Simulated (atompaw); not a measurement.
## Mo (Z = 42) PAW (atompaw): all-electron and pseudo phase curves

molybdenum, PAW, made with atompaw 4.2.0.5 (PBE, scalar-relativistic). Core [Kr], reference 4d5 5s0 5p0 (charge +1). Waves: 5s (bound, empty): rc 2.55 bohr; 5s channel at 4.35 Ry: rc 3.00 bohr; 5p (bound, empty): rc 3.00 bohr; 5p channel at 2.1 Ry: rc 3.00 bohr; 4d (bound): rc 1.95 bohr; 4d channel at 0.15 Ry: rc 3.00 bohr. Local part: ultrasoft scheme with l = 3 at 1 Ry, radius 2.50 bohr. Core correction: smooth core density matched at 1.50 bohr. Augmentation charge: besselshape compensation charge, radius 2.80 bohr; PAW radius 3.00 bohr; waves and projectors: custom polynom2 7 10 vanderbiltortho.

The phase is arctan(r·u′/u) with u = r·R(r), unwrapped; energies in Ry, scanned from -3 to 5 Ry. A pole is an energy at which the radial function vanishes at the test radius. The pseudo phase is shifted by a multiple of π to meet the all-electron one at the reference energy, and phase errors are pseudo minus all-electron; the curves can meet again beyond the range given. Levels narrower than the energy grid can be missing from the lists of poles.

```tsv
channel	radius (bohr)	reference energy (Ry)	poles, all-electron	poles, pseudo	unbroken range about the reference energy with phases within 0.05 rad	phase error 1 Ry above the reference energy (rad)
s	3.01	-0.72	0.90	0.62, 1.47	below 0.6	-0.026
p	3.01	-0.43	1.89	1.89, 3.16	below 3.0	-0.004
d	3.01	-0.77	-0.50, 3.79	-0.50, 2.77	below 0.9	-0.000
```

Phases in the d channel:

| E (Ry) | all-electron | pseudo |
| --- | --- | --- |
| -3.00 | 1.359 | 1.352 |
| -2.76 | 1.347 | 1.341 |
| -2.52 | 1.333 | 1.326 |
| -2.28 | 1.315 | 1.308 |
| -2.04 | 1.292 | 1.285 |
| -1.80 | 1.260 | 1.253 |
| -1.56 | 1.210 | 1.203 |
| -1.32 | 1.116 | 1.109 |
| -1.08 | 0.853 | 0.845 |
| -0.84 | -0.588 | -0.590 |
| -0.60 | -1.469 | -1.470 |
| -0.36 | -1.657 | -1.658 |
| -0.12 | -1.752 | -1.753 |
| 0.12 | -1.829 | -1.829 |
| 0.36 | -1.911 | -1.911 |
| 0.60 | -2.019 | -2.026 |
| 0.84 | -2.191 | -2.224 |
| 1.08 | -2.510 | -2.656 |
| 1.32 | -3.113 | -3.495 |
| 1.56 | -3.779 | -4.120 |
| 1.80 | -4.159 | -4.392 |
| 2.04 | -4.352 | -4.528 |
| 2.28 | -4.464 | -4.611 |
| 2.52 | -4.536 | -4.667 |
| 2.76 | -4.587 | -4.710 |
| 3.00 | -4.626 | -4.746 |
| 3.24 | -4.657 | -4.777 |
| 3.48 | -4.683 | -4.806 |
| 3.72 | -4.706 | -4.835 |
| 3.96 | -4.728 | -4.864 |
| 4.20 | -4.747 | -4.895 |
| 4.44 | -4.767 | -4.929 |
| 4.68 | -4.788 | -4.969 |
| 4.92 | -4.809 | -5.016 |
